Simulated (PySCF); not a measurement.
## Electron correlation in Ba²⁺ (barium, charge +2)

[Xe], closed-shell 1S. Calculation: PySCF 2.14, in cc-pVDZ-X2C (7s6p4d, 45 functions); the spin-free X2C one-electron Hamiltonian (Gaussian nucleus). Frozen: [Kr] 4d10 5s2; 6 electrons correlated.

Total MP2 correlation energy: -32.92 mhartree.

Same-spin part -10.15 and opposite-spin part -22.77 mhartree; SCS-MP2 scales them by 1/3 and 6/5 to -30.71 mhartree.

```tsv
level	correlation energy (mhartree)
CCSD	-37.31
(T)	-0.14
CCSD(T)	-37.45
```

Diagnostics: T1 = 0.0035, D1 = 0.0050, largest double amplitude 0.027.

Cost of the coupled-cluster step: 0.04 s of wall time on 1 thread of Intel(R) Xeon(R) 6975P-C (shared host), for 6 correlated electrons.
